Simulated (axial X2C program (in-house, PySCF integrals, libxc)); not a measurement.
# GaIn at several levels of theory

Computed with an in-house relativistic program for diatomic molecules. Spin-free means the one-electron spin-free X2C Hamiltonian; two-component (2c) means X2C with spin–orbit coupling and atomic mean-field two-electron Coulomb and Gaunt terms, so the difference of the two also holds small scalar two-electron terms. Basis: In dyall-cv3z [11s12p9d4f1g], Ga dyall-cv3z [9s9p7d4f1g] (cores contracted in-house); Gaussian nuclei, density fitting, unrestricted open shells. Masses: In 114.904 u, Ga 68.926 u.

State, spin-free: M_S = 1, Λ = 1 (beyond evenly filled blocks: σα, π+α); electrons by block: σα: 18, σβ: 17, π+α: 9, π+β: 8, π-α: 8, π-β: 8, δ+α: 3, δ+β: 3, δ-α: 3, δ-β: 3. Fragments: In + Ga.

State, 2c: Ω = 1 (⟨Sz⟩ = 0.99, ⟨Lz⟩ = 0.01 at TPSSh); electrons by block: 1/2: 25, -1/2: 26, 3/2: 12, -3/2: 11, 5/2: 3, -5/2: 3. Fragments: In + Ga.

```
Hamiltonian    level  Re (Å)  ωe (cm⁻¹)  ωexe (cm⁻¹)  αe (cm⁻¹)  De (eV)  D0 (eV)  k (mdyn/Å)  μ (D)
  spin-free     PBE0   2.868      138.1        0.391   0.000205     1.31     1.30       0.484  -0.25
  spin-free       HF   2.931      137.7        0.315   0.000171    0.623    0.614       0.481  -0.30
  spin-free      MP2   2.888      145.2        0.384   0.000184     1.11     1.10       0.536    n/a
  spin-free     CCSD   2.907      140.4        0.398   0.000191     1.07     1.06         0.5    n/a
  spin-free  CCSD(T)   2.907      139.9        0.426   0.000197     1.16     1.15       0.497    n/a
  spin-free    TPSSh   2.864      136.2         0.42   0.000216     1.29     1.28       0.471  -0.27
         2c    TPSSh   2.598      176.5        0.662   0.000283      n/a      n/a        0.79  -0.54
```

Correlated methods: 6 electrons correlated (number of frozen shells: In 4 s, 3 p, 2 d; Ga 3 s, 2 p, 1 d), 322 virtual spin orbitals or spinors in MP2, 90 natural virtuals in coupled cluster.

Dipoles are positive if Ga is the positive end.

De is counted from the lowest determinant-based energies of the atoms at the same level, without counterpoise correction. De is not given where an atomic determinant may have missed its ground term or J level, or where the truncated virtual space spoils (T). Density functionals use the spin component along the axis (collinear). CCSD and (T) use frozen natural virtuals with an MP2 correction for the truncation; (T) itself is uncorrected, so its De runs slightly low. Without a current term, density functionals place determinants with orbital angular momentum somewhat too high. The state is one determinant with fixed occupations, lowest in a PBE0 search at one distance only: followed along the bond, the 2c determinant Ω = 2 reaches 0.06 eV lower at PBE0, at Re = 2.872 Å, so the state shown is not the lowest. With several unpaired electrons one determinant need not be a pure state. Open-shell Ω = 0 determinants with evenly filled partner blocks cannot be reached by this program, so the Ω shown need not be the lowest component. With the outer-core shells frozen, correlated bond lengths of heavy atoms tend to come out a few hundredths of an ångström too long.

The spin-free and the 2c determinant differ in configuration, so the two halves of the table describe two states.

No reliable constants came from CCSD (2c), CCSD(T) (2c), HF (2c), MP2 (2c), PBE0 (2c): no minimum in range, unconverged points, a curve that is not smooth, a change of character along it, or the two Hamiltonians disagreeing along it.

Rough cost a point (2c) on 1 thread(s) of a shared host, integrals apart: TPSSh 2.1 s.

The whole task took 3.2 min on 1 thread of AMD EPYC 7B13 (Zen 3), on a shared host.
